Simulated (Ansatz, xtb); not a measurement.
**CHBO2−: where a starting geometry ends**

The starting geometry of this gas-phase doublet was built from a drawn formula by distance geometry and a force field; its bonds are those of `[BH]C(=O)[O-]`.

```xyz
5

C    -1.6151   -0.9777    0.5265
B    -2.8537   -1.3141   -0.3410
O    -1.7855   -0.6812    1.7271
O    -0.3497   -0.9725   -0.0522
H    -2.7519   -1.5672   -1.4587
```

**Question.** Predict what it relaxes into with r2SCAN-D4/def2-SVPD.

**Answer.** A new bond forms, giving a structure given below by its coordinates. Contacts that close: B2–O4 (2.54 → 1.56 Å).

The energy falls by 1.65 eV over 14 steps:

| step | E − E(last) (eV) |
| --- | --- |
| 1 | 1.654 |
| 2 | 1.303 |
| 4 | 0.889 |
| 5 | 0.712 |
| 7 | 0.406 |
| 8 | 0.129 |
| 10 | 0.005 |
| 11 | 0.003 |
| 13 | 0.000 |
| 14 | 0.000 |

Final geometry (Å):

```xyz
5

C    -1.7714   -0.9436    0.7444
B    -2.2569   -1.6484   -0.4895
O    -1.6552   -0.4143    1.8381
O    -0.7989   -1.1688   -0.2022
H    -2.8736   -1.3375   -1.4892
```

From the same start GFN2-xTB reaches the same bonding as this run.

No frequencies were run, so the end isn't proven a minimum. Open shells are spin-unrestricted. Run with Ansatz 0.2.0, 48 s on 2 threads of Arm Neoverse V2, on a shared host.
